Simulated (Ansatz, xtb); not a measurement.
Worked example: C2H6OSi + CH8OSi2 → C2H8OSi2 + CH6OSi

Species: C2H6OSi `C=C[SiH2]O`, singlet; CH8OSi2 `CO[SiH2][SiH3]`, singlet; C2H8OSi2 `C=C[SiH2]O[SiH3]`, singlet; CH6OSi `CO[SiH3]`, singlet. The partners trade H for SiH3: O–H and Si–SiH3 bonds give way to O–SiH3 and Si–H.

Shapes, held fixed at every level: PBE0-D4/def2-TZVP. Flexible molecules stand in one conformer, not always the lowest. Programs: Ansatz 0.2.0, xtb 6.7.1. The zero-point and thermal change to 298 K, harmonic and unscaled (PBE0-D4/def2-TZVP), is -2.4 kJ/mol.

At CCSD(T)/CBS estimate; 1 Eh = 2625.50 kJ/mol:

| species | energy (Eh) |
| --- | --- |
| C2H6OSi | -443.991098 |
| CH8OSi2 | -696.208639 |
| C2H8OSi2 | -734.311428 |
| CH6OSi | -405.930014 |

Task: Work out ΔH(298 K) of the reaction at this level.

Result: 
1. Products less reactants: (-734.311428) + (-405.930014) − [(-443.991098) + (-696.208639)] = -0.041705 Eh = -109.5 kJ/mol.
2. With the thermal change: -109.5 + (-2.4) = -111.9 kJ/mol.

Other levels give -112.9 (wB97M-V/def2-TZVPP) to -83.8 kJ/mol (PBE-D4/def2-TZVPP). No measured value is set beside it here. The CBS estimate extrapolates MP2 from def2-TZVPP and def2-QZVPP and adds CCSD(T) − MP2 in the triple-zeta set, cores frozen.
